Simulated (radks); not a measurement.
Values are calculated unless marked as measured or tabulated.
Ionisation of Re+, [Xe] 4f14 5d5 6s1, to Re2+, [Xe] 4f14 5d5, under several functionals. Scalar-relativistic Kohn-Sham, spin-polarised, spherical densities, finite nucleus; open shells are filled with parallel spins first (spin-orbit coupling, left out, can overturn this in heavy ions); a radial shooting solver on a logarithmic mesh with Libxc functionals.

functional,E(Re+) (hartree),Exc (hartree),IE (eV),-e(HOMO) (eV),<r> HOMO (bohr),IE error (eV)
Wu-Cohen GGA,-16688.1279,-329.2042,17.283,13.651,2.792,+0.683
PBE,-16689.2885,-330.3687,17.202,13.571,2.803,+0.602
OLYP,-16695.2742,-336.5971,16.827,13.253,2.786,+0.227
revPBE,-16689.6541,-330.7400,17.117,13.513,2.800,+0.517
RPBE,-16689.7949,-330.8816,17.102,13.499,2.804,+0.502
exchange-only B88,-16686.2757,-327.2925,16.865,13.232,2.824,+0.265
"LDA (Slater exchange, VWN5 correlation)",-16679.6721,-320.7609,17.477,13.809,2.795,+0.877
"LDA (Slater exchange, Perdew-Wang correlation)",-16679.6400,-320.7283,17.476,13.809,2.795,+0.876
"LDA (Slater exchange, Perdew-Zunger correlation)",-16679.6399,-320.7272,17.471,13.807,2.796,+0.871
exchange-only r2SCAN,-16686.6823,-326.4569,16.698,13.424,2.798,+0.098

NIST Atomic Spectra Database: 16.6 eV (semi-empirical). Closest: exchange-only r2SCAN. The Delta-SCF values span 0.78 eV, the total energies 15.63 hartree. The highest occupied level is 6s. Open shells are spherical and high-spin; term and fine-structure splittings are not resolved. Spin-orbit splitting is averaged out at the scalar-relativistic level.
